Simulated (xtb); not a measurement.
2-methylprop-2-en-1-amine (C₄H₉N), SMILES C(C)(=C)CN. All values are semi-empirical tight-binding results from xtb (GFN2-xTB unless named), good for trends rather than for accurate numbers. Geometry optimised at GFN2-xTB. The values are those of a single conformer.

Optimised geometry:

```xyz
14

C      0.6545     1.6617    -0.2104
C      0.4276     0.3588    -0.1905
C      1.4671    -0.6506     0.1801
C     -0.9222    -0.2223    -0.5220
N     -1.4438    -0.9392     0.6386
H      1.6193     2.0735     0.0335
H     -0.1099     2.3718    -0.4800
H      2.3642    -0.1716     0.5625
H      1.0612    -1.3247     0.9314
H      1.7314    -1.2477    -0.6923
H     -0.8124    -0.9545    -1.3296
H     -1.5926     0.5783    -0.8758
H     -1.5662    -0.2940     1.4129
H     -2.3499    -1.3414     0.4241
```

The orbital gap is 4.66 eV and the dipole moment comes out as 0.99 D. The zero-point energy comes out as 77.1 kcal/mol and the G − E(el) at 298.15 K (modified RRHO) comes out as 58.5 kcal/mol. The static polarisability (D4 model) comes out as 60.1 bohr³. The solvation energy, GFN2-xTB/ALPB(water) comes out as -2.3 kcal/mol. The solvation energy, GFN2-xTB/ALPB(dmf) is -5.4 kcal/mol.

Task: Give the IR lines (harmonic; lines under 4 % of the strongest left out, lines within 3 cm⁻¹ merged). (The exact figures need the calculation; the answer reports its results.)

Result: ν (cm⁻¹): 237 (w), 264 (s), 889 (m), 899 (s), 981 (s), 1059 (m), 1092 (w), 1241 (w), 1287 (m), 1350 (w), 1392 (w), 1425 (w), 1468 (w), 1487 (w), 1562 (m), 1736 (m), 2831 (vs), 2935 (m), 3004 (m), 3036 (w), 3048 (m), 3098 (m), 3121 (s), 3382 (w), 3414 (w) (against the strongest line: vs over 80 %, s over 45 %, m over 15 %, w over 4 %, vw less)

Computed atomic charges and the Wiberg bond orders between heavy atoms:
charges (e) C1 -0.11, C2 0.02, C3 -0.11, C4 0.02, N5 -0.34, H6 0.03, H7 0.03, H8 0.04, H9 0.06, H10 0.05, H11 0.04, H12 0.01, H13 0.13, H14 0.13. Bond orders C1–C2 1.93, C2–C3 1.03, C2–C4 1.00, C4–N5 1.01.
